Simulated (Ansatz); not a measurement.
A made-up structure of LiAlSiH4S, closed shell:

```csv
atom,x (Å),y (Å),z (Å)
Li1,0.1548,-1.4981,1.6896
Al2,-1.6339,-1.1123,-0.1713
Si3,-0.0030,0.8406,-0.3065
S4,1.7802,0.0478,0.8335
H5,-2.7270,-0.9179,-1.3396
H6,0.6703,1.6617,-1.3659
H7,-0.1113,-2.1217,3.1279
H8,2.1511,-0.8622,-0.0861
```

It is relaxed with PBE-D4/def2-SVP and then PBE0-D4/def2-TZVP (Ansatz 0.2.0). Atoms count as bonded within 1.22 times the sum of their covalent radii (H–H: 0.88 Å). The end point is not checked to be a true minimum.

Question: Does its bonding change? (Judge from chemistry; the calculation decides.)

Answer: By the calculation: Yes. Formed: Li1–Si3, Al2–H7; broken: none.

Where it ends: The first stage lowers the energy by 3.23 eV in 25 steps. It ends as LiAlSiH₄S ([H]1[AlH]2[SiH]3[SH][Li]123):
```
8
angstrom
Li 0.3170 -0.7095 2.0757
Al -1.3297 -1.1052 0.0015
Si 0.1260 0.7228 -0.0139
S 2.0951 -0.0439 0.6897
H -2.8124 -1.4417 -0.4515
H 0.3932 1.5939 -1.1918
H -0.8807 -1.8931 1.3880
H 2.3726 -1.0853 -0.1161
```

Labels in which every atom is bracketed show which atoms are joined, not bond orders.

For scale, one of the runs: PBE0-D4/def2-TZVP relaxation, 149 basis functions, launched by `ansatz run in.yaml --threads 2 --pin off --events-out ev --progress --plain --max-ram 4352MiB`. Hardware: 2 CPU threads of an Arm Neoverse V2, shared host. Wall time about 48 s.
